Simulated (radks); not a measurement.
Task: Dipole-allowed excitations along the series with 54 electrons in [Xe]. Method: scalar-relativistic Kohn-Sham, LDA (Slater exchange, Perdew-Wang correlation), spin-polarised, spherical densities, finite nucleus; Fermi nuclear charge, rms radius of each element as measured or else 0.836 A^(1/3) + 0.57 fm; computed with a radial shooting solver on a logarithmic mesh with Libxc functionals. Time-dependent linear response with the Hartree and adiabatic LDA kernel, continuum included through the Sternheimer equations, no spin-orbit coupling, so fine structure and intercombination lines are absent. Lines are the poles of the dipole polarisability below minus the highest occupied eigenvalue, found on a grid refined at the orbital gaps; the lowest seven at most are given, and weak or close lines can be missed. The first line takes the name of the lowest orbital gap if no other gap lies below it; otherwise a line is named after a gap within 0.6 % of it, if that gap stands alone.

| species | -e(HOMO) (eV) | lowest orbital gap (eV) | first line (eV) | f | strongest line (eV) | its f | static alpha (bohr^3) |
|---|---|---|---|---|---|---|---|
| Cs+ | 18.829 | 5p-6s 13.183 | 13.241 (5p-6s) | 0.457 | 16.125 (unassigned) | 2.23 | 16.22 |
| Ba2+ | 31.073 | 5p-5d 18.052 | 18.794 (5p-6s) | 0.432 | 21.521 (unassigned) | 4.50 | 10.71 |

Estimate the first line of La3+, its oscillator strength and the static polarisability.

Result: 24.650 eV (5p-6s), f = 0.191, alpha = 7.685 bohr^3.
